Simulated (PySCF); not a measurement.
Structure with atom numbers: `[CH3:1][C@@:2]1([O:3][CH:4]=[O:5])[CH2:6][C@@H:7]2[CH2:8][CH2:9][C@H:10]1[O:11]2`. Hydrogens are named by the atom that carries them. Ha(C8), Ha(C9) are cis to C2 on the ring; Ha(C6) is cis to C8 on the ring; Hb(C8), Hb(C9) are trans to C2 on the ring; Hb(C6) is trans to C8 on the ring.

Computational details: shieldings: GIAO PBE0/pcSseg-1, structure optimised with GFN2-xTB, in PySCF 2.14 (no solvent model, one conformer, fast rotation and ring inversion assumed for equivalent nuclei, relativity neglected).

Referencing at the same level of theory: ¹³C against TMS.

Do the ¹³C shifts follow the atomic charges (in e)? Tabulate both.

## Answers


```tsv
atoms	hybridisation	δ (ppm)	σ para (ppm)	Hirshfeld	IAO	Mulliken	ESP-fitted
C4	sp2	165.7	-225	+0.18	+0.40	+0.43	+0.55
C2	sp3	88.2	-150	+0.09	+0.20	-0.18	+0.83
C10	sp3	85.0	-147	+0.03	+0.06	+0.04	+0.18
C7	sp3	79.0	-143	+0.04	+0.08	-0.04	+0.44
C6	sp3	49.2	-110	-0.09	-0.29	-0.02	-0.69
C8	sp3	33.1	-96	-0.08	-0.29	-0.15	-0.39
C9	sp3	25.7	-87	-0.08	-0.29	-0.11	+0.02
C1	sp3	25.5	-85	-0.13	-0.43	-0.13	-0.61
```

Correlation coefficients of δ with charge over these carbons: Hirshfeld +0.96, IAO +0.94, Mulliken +0.84, ESP-fitted +0.70; with the paramagnetic shielding -1.00. Among the 7 sp3 carbons alone: Hirshfeld +0.95, IAO +0.96, Mulliken +0.34, ESP-fitted +0.77. With so few points, grouped by hybridisation, these coefficients are fragile. Charge is one influence among several: hybridisation and low-lying excitations act through the paramagnetic term.

Shifts are as computed. Against solution values, carbons near 30 ppm lie about +3 ppm off and those near 130 ppm about +5 ppm. Of 1211 compounds with measured shifts, 218 miss one by over three times the rms of a fit or turn the order of signals round; such compounds aren't used in these exercises.
